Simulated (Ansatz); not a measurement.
**Ligand exchange: C2H3F3 + SnH2(CH3)F → CF4 + SnH2(CH3)2**

Species: C2H3F3 (1,1,1-trifluoroethane) `CC(F)(F)F`, singlet; SnH2(CH3)F, singlet; CF4 (tetrafluoromethane) `FC(F)(F)F`, singlet; SnH2(CH3)2, singlet. The partners trade CH3 for F: C–CH3 and Sn–F bonds give way to C–F and Sn–CH3.

Shapes, held fixed at every level: PBE0-D4/def2-TZVP. Programs: Ansatz 0.2.0. The zero-point and thermal change to 298 K, harmonic and unscaled (PBE0-D4/def2-TZVP), is -3.1 kJ/mol.

```tsv
level	kind	ΔH(298 K) (kJ/mol)	less CCSD(T)/def2-TZVPP
PBE-D4/def2-TZVPP	GGA	+94.4	+7.0
BHLYP-D4/def2-TZVPP	global hybrid	+99.9	+12.5
wB97M-V/def2-TZVPP	range-separated hybrid	+95.4	+8.0
wB97X-V/def2-TZVPP	range-separated hybrid	+99.7	+12.3
MP2/def2-TZVPP	perturbation theory	+88.3	+0.9
CCSD/def2-SVP	coupled cluster or CI	+80.2	-7.2
CCSD/def2-TZVPP	coupled cluster or CI	+88.6	+1.2
CCSD(T)/def2-TZVPP	coupled cluster or CI	+87.4	0.0
```

The highest level, CCSD(T)/def2-TZVPP, gives ΔH(298 K) = +87.4 kJ/mol; the levels span +80.2 to +99.9. The column of differences is taken from that level and isn't an error. No measured value is set beside it here. For atoms past krypton def2 sets carry core potentials with scalar relativity. Outer-core shells of Sn are correlated, in sets that cover them unevenly.
